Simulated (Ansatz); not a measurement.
Coupled-cluster diagnostics for the cluster NbTe₂⁺, Ansatz.

Geometry of the singlet (r2SCAN-D4/def2-TZVP):

Cartesian coordinates in Å:
```
Nb -0.5724 0.7735 -0.2163
Te -0.5841 -1.4276 -1.3101
Te 1.1565 0.6541 1.5265
```

In the def2 sets Nb, Te take a core potential; there is no spin–orbit coupling. Correlated methods freeze 8 core orbitals; core or outer-core shells of Nb, Te are correlated, in sets that lack core-valence functions. At PBE0-D4/def2-TZVP a triplet of charge 1 lies 0.14 eV below the restricted singlet, each at its own geometry. The structure comes from a short search, and lower isomers may exist.

(1) Estimate the CCSD(T) correlation energy, the shares of MP2 and (T), T1 and the reference's ⟨S²⟩ for: charge 1, singlet, own geometry in def2-TZVPP; and the rough time on 4 threads of Arm Neoverse V2 on a shared host.

Answers

(1) 
```tsv
state	basis	correlation (eV)	MP2 share (%)	(T) share (%)	T1	⟨S²⟩ (pure)	wall time	remarks
charge 1, singlet, own geometry	def2-TZVPP	-36.977	104.5	5.1	0.034	0.00 (0.00)	63 s	flagged by the program, restricted SCF unstable
```
Customary marks for T1 are 0.02 (closed shells), 0.045 (open shells) and about 0.05 (3d metals). T1 exceeds 0.02 in 1 of 1 rows and 0.045 in 0; the higher it lies, the less the single-reference result can be trusted.
